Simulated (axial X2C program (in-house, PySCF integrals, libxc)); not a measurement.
**Photoelectron levels of CsCu by EOM-IP-CCSD**

Computed with an axial X2C code built on PySCF integrals: two-component X2C with atomic mean-field Coulomb and Gaunt terms, Gaussian nuclei, basis Cs dyall-cv3z, Cu dyall-cv3z with contracted cores.

R = 2.875 Å (0.920 times 3.125 Å, the PBE0 minimum at charge 0 for the lowest determinant).

Vertical ionisation energies of CsCu to the states of CsCu⁺:

```
Ω of CsCu⁺  vertical IE (eV)  above lowest (cm⁻¹)                   ionised spinor  one-hole weight
       1/2             5.265                    0  50% Cu sσ, 31% Cs sσ, 11% Cs pσ             0.96
       5/2             7.548                18420                       100% Cu dδ             0.89
       3/2             7.599                18826             69% Cu dπ, 30% Cu dδ             0.89
       1/2             7.625                19042             57% Cu dσ, 42% Cu dπ             0.89
```

This point took 23 s on 1 thread of Intel(R) Xeon(R) Platinum 8375C CPU @ 2.90GHz (Ice Lake), on a shared host.

Reference electrons by ω block (each with its −ω partner): 1/2: 27, 3/2: 12, 5/2: 3. 20 electrons of CsCu correlated (inner shells frozen), 82 natural virtual spinors (a truncated set); levels can be off by some tenths of an eV. Roots sought by Ω: (1/2: 4, 3/2: 3, 5/2: 1); rows need 60 % one-particle weight and stop where some Ω has no more roots. Missing are any skipped roots, higher Ω and states of a further excitation; these come out far too high here and may in truth be low or lowest. T1 of the reference 0.026 (Lee–Taylor). Number of frozen shells: Cs 4 s, 3 p, 2 d; Cu 3 s, 2 p. Large amplitudes in the reference (orbital relaxation or multireference character) lower the reliability.
